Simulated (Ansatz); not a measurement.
Program: Ansatz 0.2.0.

A structure relaxed at PBE0-D4/def2-TZVP, charge 0, multiplicity 1:

| atom | x (Å) | y (Å) | z (Å) |
| --- | --- | --- | --- |
| C1 | 1.3248 | -0.5225 | 1.1054 |
| S2 | 1.8151 | 0.5218 | -0.2881 |
| B3 | 0.2688 | 0.8243 | -1.1364 |
| F4 | 0.3470 | 1.5850 | -2.2271 |
| Si5 | -1.5314 | 0.0942 | -0.5364 |
| H6 | 0.9293 | -1.4756 | 0.7579 |
| H7 | 0.5921 | -0.0179 | 1.7333 |
| H8 | 2.2251 | -0.7047 | 1.6906 |
| H9 | -1.8613 | 0.5932 | 0.8287 |
| H10 | -2.6190 | 0.4958 | -1.4666 |
| H11 | -1.4904 | -1.3935 | -0.4612 |

(1) Give its formula and SMILES.

(2) Point group (tolerance 0.08 Å, 0.16 Å for H)?

(3) Summarise the bond lengths by kind.

Results:

(1) CH6BFSSi, `CSB(F)[SiH3]`.

(2) Cs.

(3) 1 × C–S 1.809 Å; 3 × C–H 1.089 Å; 1 × B–S 1.789 Å; 1 × B–F 1.332 Å; 1 × B–Si 2.033 Å; 3 × H–Si 1.486 to 1.490 Å.
